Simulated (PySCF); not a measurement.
From a computed spectrum to the compound

A species of 4 atoms with charge 1 has these harmonic modes (PBE0, small Gaussian bases with core potentials, PySCF 2.14.0):

```json
{"cm⁻¹": "495", "km/mol": "266.2", "symmetry": "b1"}
{"cm⁻¹": "562", "km/mol": "15.3", "symmetry": "b2"}
{"cm⁻¹": "611", "km/mol": "45.2", "symmetry": "a1"}
{"cm⁻¹": "1497", "km/mol": "21.3", "symmetry": "a1"}
{"cm⁻¹": "3529", "km/mol": "162.1", "symmetry": "a1"}
{"cm⁻¹": "3635", "km/mol": "85.5", "symmetry": "b2"}
```

Q: Which species is it, and in which structure?

A: [Pb(NH2)]+ (singlet):
```xyz
4

Pb    0.0000    0.0000   -0.1542
N     0.0000    0.0000    1.9280
H     0.8353    0.0000    2.5164
H    -0.8353    0.0000    2.5164
```
Ideal gas at 298.15 K and 1 bar: S = 262.7 J/(mol K), Cp = 47.7 J/(mol K), H − H(0 K) = 11.4 kJ/mol (rigid rotor, harmonic modes, spin degeneracy alone). 
 This is one of several that fit.
